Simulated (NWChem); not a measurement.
System: NH₄ cation; SMILES [NH4+]

Here is an NWChem input.

```
start job
memory heap 200 mb stack 900 mb global 1100 mb
charge 1
geometry units angstroms noautosym nocenter noautoz
  N      0.000000     0.000000     0.000000
  H     -0.590962    -0.590962    -0.590962
  H      0.590962     0.590962    -0.590962
  H     -0.590962     0.590962     0.590962
  H      0.590962    -0.590962     0.590962
end
basis spherical
  * library def2-svp
end
dft
  xc b3lyp
  iterations 150
end
property
  response 1 0.0773
end
task dft property
```

Output (shortened):

```
             Northwest Computational Chemistry Package (NWChem) 7.3.0
             --------------------------------------------------------

                             Geometry "geometry" -> ""
                             -------------------------

 Output coordinates in angstroms (scale by  1.889725989 to convert to a.u.)

  No.       Tag          Charge          X              Y              Z
 ---- ---------------- ---------- -------------- -------------- --------------
    1 N                    7.0000     0.00000000     0.00000000     0.00000000
    2 H                    1.0000    -0.59096200    -0.59096200    -0.59096200
    3 H                    1.0000     0.59096200     0.59096200    -0.59096200
    4 H                    1.0000    -0.59096200     0.59096200     0.59096200
    5 H                    1.0000     0.59096200    -0.59096200     0.59096200

 Effective nuclear repulsion energy (a.u.)      16.3752187520

                              NWChem Property Module
                              ----------------------

                                 NWChem DFT Module
                                 -----------------

 Summary of "ao basis" -> "ao basis" (spherical)
 ------------------------------------------------------------------------------
       Tag                 Description            Shells   Functions and Types
 ---------------- ------------------------------  ------  ---------------------
 N                          def2-svp                 6       14   3s2p1d
 H                          def2-svp                 3        5   2s1p

            General Information
            -------------------
          SCF calculation type: DFT
          Wavefunction type:  closed shell.
          No. of atoms     :     5
          No. of electrons :    10
           Alpha electrons :     5
            Beta electrons :     5
          Charge           :     1
          Spin multiplicity:     1
          Use of symmetry is: off; symmetry adaption is: off
          Maximum number of iterations: 150
          AO basis - number of functions:    34
                     number of shells:    18
          Convergence on energy requested:  1.00D-06
          Convergence on density requested:  1.00D-05
          Convergence on gradient requested:  5.00D-04

              XC Information
              --------------
                         B3LYP Method XC Potential
                     Hartree-Fock (Exact) Exchange  0.200
                        Slater Exchange Functional  0.800 local
                    Becke 1988 Exchange Functional  0.720 non-local
              Lee-Yang-Parr Correlation Functional  0.810
                  VWN I RPA Correlation Functional  0.190 local

             Grid Information
             ----------------
          Grid used for XC integration:  medium
          Radial quadrature: Mura-Knowles
          Angular quadrature: Lebedev.
          Tag              B.-S. Rad. Rad. Pts. Rad. Cut. Ang. Pts.
          ---              ---------- --------- --------- ---------
          N                   0.65       49           6.0       434
          H                   0.35       45           7.0       434
          Grid pruning is: on
          Number of quadrature shells:   229
          Spatial weights used:  Erf1

      Superposition of Atomic Density Guess
      -------------------------------------

 Sum of atomic energies:         -56.24129762

 Renormalizing density from      11.00 to     10

      Non-variational initial energy
      ------------------------------

 Total energy =     -53.107288
 1-e energy   =     -97.473739
 2-e energy   =      27.991231
 HOMO         =      -1.183271
 LUMO         =      -0.272511

   convergence    iter        energy       DeltaE   RMS-Dens  Diis-err
 ---------------- ----- ----------------- --------- --------- ---------
 d= 0,ls=0.0,diis     1    -56.6693350353 -7.30D+01  3.59D-02  2.00D+00
 d= 0,ls=0.0,diis     2    -56.5852253768  8.41D-02  2.08D-02  2.45D+00
 d= 0,ls=0.0,diis     3    -56.8544878169 -2.69D-01  1.19D-03  9.13D-03
 d= 0,ls=0.0,diis     4    -56.8555187673 -1.03D-03  3.25D-05  2.28D-06
 d= 0,ls=0.0,diis     5    -56.8555204820 -1.71D-06  3.81D-06  5.38D-08
 d= 0,ls=0.0,diis     6    -56.8555204874 -5.40D-09  1.76D-07  1.63D-10

         Total DFT energy =      -56.855520487430
      One electron energy =     -104.881712203603
           Coulomb energy =       39.771794293834
    Exchange-Corr. energy =       -8.120821329635
 Nuclear repulsion energy =       16.375218751974

 Numeric. integr. density =       10.000005854492

                       DFT Final Molecular Orbital Analysis
                       ------------------------------------

[...]

 DFT Linear Response polarizability / au
 Frequency  =       0.0773000 / au
 Wavelength =     589.4353558 / nm
              X              Y              Z
 -----------------------------------------------
 X       7.3562563      0.0000000      0.0000000
 Y       0.0000000      7.3562563      0.0000000
 Z       0.0000000      0.0000000      7.3562563
 -----------------------------------------------
 Eigenvalues =       7.3562563      7.3562563      7.3562563
 Isotropic   =       7.3562563
 Anisotropic =       0.0000000
 -----------------------------------------------

 Magnetic Dipole Response Matrix (nonzero elements):

 Exiting AOResponse driver routine
```

Level: B3LYP/def2-SVP. The geometry was optimised at PBE0-D3(BJ)/def2-TZVP.
